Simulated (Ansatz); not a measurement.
Stretching the B1–F3 bond in BClFH (SMILES FBCl) (multiplicity 1 held, fragments rigid). Energies count from the point at 1.315 Å.
Geometry at that point (charge 0, multiplicity 1):
```xyz
4

B     -0.079    -0.655     0.431
H     -0.800    -1.579     0.611
F      1.033    -0.535     1.123
Cl    -0.476     0.568    -0.757
```

Signs of static correlation in cc-pV(D+d)Z, from Ansatz (a program for electronic structure) runs.

```
R (Å)  T1 of restricted CCSD  ⟨S²⟩ of UHF  largest double amplitude of restricted CCSD
-----  ---------------------  -----------  -------------------------------------------
1.052                  0.010        0.000                                        0.031
1.184                  0.012        0.000                                        0.032
1.315                  0.014        0.000                                        0.033
1.447                  0.015        0.000                                        0.034
1.578                  0.017        0.000                                        0.035
1.775                  0.020        0.000                                          [?]
1.973                  0.023        0.000                                        0.058
2.301                  0.033        0.677                                          [?]
2.630                  0.051        0.899                                        0.260
3.025                  0.085        0.976                                        0.444
3.551                  0.133        1.000                                        0.786
4.208                  0.170        1.005                                        1.138
```

### Question
Some entries are withheld; supply them.

### Answer

- 1.775, largest double amplitude of restricted CCSD: 0.048
- 2.301, largest double amplitude of restricted CCSD: 0.160

Doubts at one or more of the structures used: a restricted determinant that unrestricted orbitals would lower (R-CCSD(T)/cc-pV(D+d)Z); T1 above 0.05 (R-CCSD(T)/cc-pV(D+d)Z, U-CCSD(T)/cc-pV(D+d)Z); other coupled-cluster roots lie near (R-CCSD(T)/cc-pV(D+d)Z); a spin-contaminated determinant (U-CCSD(T)/cc-pV(D+d)Z).
